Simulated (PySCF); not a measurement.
**Vertical excitation energies**

Species: C7H11PS.
Z-matrix (Å and degrees, PBE0-D3(BJ)/def2-SVP geometry), rows numbered from 1:
```
C 
C   1  1.4993
S   2  1.7217  1  117.62
C   3  1.7003  2   96.75  1   179.87
P   4  1.7079  3  117.39  2     0.06
C   2  1.3760  1  126.84  3   180.00
C   6  1.5143  2  121.85  1    -2.43
C   7  1.5303  6  110.37  2   -92.26
C   7  1.5263  6  112.55  2   142.96
H   1  1.0989  2  111.56  3    -2.11
H   1  1.1018  2  111.11  3   117.95
H   1  1.1010  2  111.19  3  -122.29
H   4  1.0921  3  117.23  2   179.68
H   7  1.1038  6  107.45  2    24.88
H   8  1.1018  7  110.43  6   -62.21
H   8  1.1016  7  111.06  6   177.93
H   8  1.1005  7  111.47  6    57.17
H   9  1.1003  7  111.39  6   -56.15
H   9  1.1010  7  110.68  6  -176.66
H   9  1.1022  7  111.13  6    63.90
```

Theory: TDDFT B3LYP/def2-SVPD, vertical, gas phase, core orbitals frozen in the response in PySCF 2.14.0, density-fitted response routines.

| state | E (eV) | E (hartree) | f | \|μ\| (D) | main configurations (H = HOMO, L = LUMO) |
| --- | --- | --- | --- | --- | --- |
| S1 | 4.77 | 0.1755 | 0.030 | 1.30 | H-1→L (83%) |
| S2 | 4.88 | 0.1795 | 0.094 | 2.25 | H→L (87%) |
| S3 | 5.02 | 0.1844 | 0.0048 | 0.50 | H-2→L (98%) |
| S4 | 5.40 | 0.1983 | 0.0008 | 0.20 | H→L+1 (66%), H→L+2 (24%), H→L+3 (8%) |
| S5 | 5.70 | 0.2096 | 0.0007 | 0.18 | H-1→L+1 (70%), H-1→L+2 (22%) |
| S6 | 5.89 | 0.2164 | 0.148 | 2.58 | H→L+2 (55%), H→L+1 (17%), H-1→L+2 (11%) |
| S7 | 5.95 | 0.2187 | 0.0060 | 0.52 | H→L+3 (88%) |
| S8 | 6.23 | 0.2288 | 0.0049 | 0.46 | H-1→L+3 (89%) |
| S9 | 6.25 | 0.2297 | 0.114 | 2.20 | H-1→L+2 (36%), H-2→L+1 (35%), H-1→L+1 (11%) |
| S10 | 6.34 | 0.2329 | 0.033 | 1.18 | H-2→L+2 (71%), H-1→L+2 (9%) |

Triplets (Tamm–Dancoff): T1 3.09 eV, H→L (96%); T2 3.86 eV, H-1→L (94%); T3 4.33 eV, H-2→L (94%); T4 4.63 eV, H-1→L+2 (42%), H→L+2 (22%), H-1→L+1 (17%).

The lowest singlet comes at 260 nm (461 kJ/mol) in the ultraviolet; it is of moderate strength; its leading configuration is HOMO-1→LUMO (83%). The most intense listed level is S6 at 5.89 eV (211 nm, f = 0.148), 1.11 eV above S1. Löwdin shares by element: HOMO carbon 43% or more, phosphorus 28%, sulfur 14%; LUMO carbon 36% or more, phosphorus 29%, sulfur 21%. The oscillator strengths of these states sum to 0.437; summed over the whole spectrum of an exact calculation they would give the number of electrons, 84 (Thomas–Reiche–Kuhn). Weighted by f, the mean energy of these states is 5.72 eV. Of the 10 states listed, 5 reach f = 0.01 and none stays under 0.0005. All these states lie below the vertical ionisation energy of 8.35 eV (ΔSCF). The window holds the lowest 10 singlets.

Time: 16 min wall. Hardware: an Arm Neoverse N1 with one thread, on a shared host.

One conformer stands for the species.
